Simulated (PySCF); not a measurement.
**Spinor energies of Tb (terbium, neutral)**

Start: [Xe] 4f9 6s2; 4f5/2 filled at m_j = -5/2, -3/2, -1/2, +1/2, +3/2, +5/2; 4f7/2 filled at m_j = +3/2, +5/2, +7/2. Calculated with PySCF 2.14 in x2c-TZVPPall-2c (11s11p10d4f2g, 140 functions): generalised Hartree-Fock with the X2C-1e Hamiltonian and a Gaussian nucleus; one run each with spin-orbit coupling (SO) switched off, then screened by Boettger's factors.

```json
{"spinor shell": "1s1/2", "electrons": "2", "ε, spin-free (eV)": "-52256.2", "ε, screened SO (eV)": "-52245.9", "weight of nominal j (screened SO)": "1.000", "rms radius, screened SO (bohr)": "0.0245"}
{"spinor shell": "2s1/2", "electrons": "2", "ε, spin-free (eV)": "-8784.9", "ε, screened SO (eV)": "-8781.7", "weight of nominal j (screened SO)": "1.000", "rms radius, screened SO (bohr)": "0.0989"}
{"spinor shell": "2p1/2", "electrons": "2", "ε, spin-free (eV)": "-7801.4", "ε, screened SO (eV)": "-8328.2", "weight of nominal j (screened SO)": "1.000", "rms radius, screened SO (bohr)": "0.0846"}
{"spinor shell": "2p3/2", "electrons": "4", "ε, spin-free (eV)": "-7801.4", "ε, screened SO (eV)": "-7576.9", "weight of nominal j (screened SO)": "1.000", "rms radius, screened SO (bohr)": "0.0911"}
{"spinor shell": "3s1/2", "electrons": "2", "ε, spin-free (eV)": "-1999.6", "ε, screened SO (eV)": "-1998.6", "weight of nominal j (screened SO)": "1.000", "rms radius, screened SO (bohr)": "0.255"}
{"spinor shell": "3p1/2", "electrons": "2", "ε, spin-free (eV)": "-1690.2", "ε, screened SO (eV)": "-1801.2", "weight of nominal j (screened SO)": "1.000", "rms radius, screened SO (bohr)": "0.246"}
{"spinor shell": "3p3/2", "electrons": "4", "ε, spin-free (eV)": "-1690.2", "ε, screened SO (eV)": "-1642.1", "weight of nominal j (screened SO)": "1.000", "rms radius, screened SO (bohr)": "0.260"}
{"spinor shell": "3d3/2", "electrons": "4", "ε, spin-free (eV)": "-1285.5", "ε, screened SO (eV)": "-1306.1", "weight of nominal j (screened SO)": "0.998", "rms radius, screened SO (bohr)": "0.232"}
{"spinor shell": "3d5/2", "electrons": "6", "ε, spin-free (eV)": "-1285.5", "ε, screened SO (eV)": "-1270.7", "weight of nominal j (screened SO)": "0.999", "rms radius, screened SO (bohr)": "0.236"}
{"spinor shell": "4s1/2", "electrons": "2", "ε, spin-free (eV)": "-419.65", "ε, screened SO (eV)": "-419.33", "weight of nominal j (screened SO)": "1.000", "rms radius, screened SO (bohr)": "0.576"}
{"spinor shell": "4p1/2", "electrons": "2", "ε, spin-free (eV)": "-315.21", "ε, screened SO (eV)": "-341.39", "weight of nominal j (screened SO)": "0.986", "rms radius, screened SO (bohr)": "0.592"}
{"spinor shell": "4p3/2", "electrons": "4", "ε, spin-free (eV)": "-315.21", "ε, screened SO (eV)": "-303.72", "weight of nominal j (screened SO)": "0.993", "rms radius, screened SO (bohr)": "0.621"}
{"spinor shell": "4d3/2", "electrons": "4", "ε, spin-free (eV)": "-168.70", "ε, screened SO (eV)": "-176.87", "weight of nominal j (screened SO)": "0.791", "rms radius, screened SO (bohr)": "0.671"}
{"spinor shell": "4d5/2", "electrons": "6", "ε, spin-free (eV)": "-168.70", "ε, screened SO (eV)": "-162.99", "weight of nominal j (screened SO)": "0.861", "rms radius, screened SO (bohr)": "0.679"}
{"spinor shell": "5s1/2", "electrons": "2", "ε, spin-free (eV)": "-58.092", "ε, screened SO (eV)": "-58.042", "weight of nominal j (screened SO)": "1.000", "rms radius, screened SO (bohr)": "1.44"}
{"spinor shell": "5p1/2", "electrons": "2", "ε, spin-free (eV)": "-30.890", "ε, screened SO (eV)": "-34.682", "weight of nominal j (screened SO)": "0.941", "rms radius, screened SO (bohr)": "1.62"}
{"spinor shell": "5p3/2", "electrons": "4", "ε, spin-free (eV)": "-30.890", "ε, screened SO (eV)": "-29.236", "weight of nominal j (screened SO)": "0.971", "rms radius, screened SO (bohr)": "1.75"}
{"spinor shell": "4f5/2", "electrons": "6", "ε, spin-free (eV)": "-13.895", "ε, screened SO (eV)": "-13.513", "weight of nominal j (screened SO)": "0.722", "rms radius, screened SO (bohr)": "0.978"}
{"spinor shell": "4f7/2", "electrons": "3", "ε, spin-free (eV)": "-13.895", "ε, screened SO (eV)": "-14.491", "weight of nominal j (screened SO)": "0.805", "rms radius, screened SO (bohr)": "0.967"}
{"spinor shell": "6s1/2", "electrons": "2", "ε, spin-free (eV)": "-5.036", "ε, screened SO (eV)": "-5.039", "weight of nominal j (screened SO)": "1.000", "rms radius, screened SO (bohr)": "4.80"}
```

```csv
quantity,spin-free,screened SO
E (hartree),-11700.64936,-11708.76130
M_J,15/2,15/2
⟨J²⟩,63.772,63.780
⟨L²⟩,30.011,30.565
⟨S²⟩,8.761,8.640
```

Each row is a mean over spinors that exchange with the open shell spreads, by up to 15.199 eV (4d5/2).

Rows whose weight is well below 1 are mixtures of j = l ± 1/2: exchange outweighs spin-orbit coupling there, and the label is only the starting occupation.

Breit and QED terms are absent; they matter most for the inner s and p1/2 levels.

Densities and radii are taken from the X2C orbitals without a picture-change correction, which distorts them close to the nucleus.

Without spin-orbit coupling the j labels of p, d and f shells carry no meaning; the spin-free column gives the mean over the occupied spinors of each nl shell.
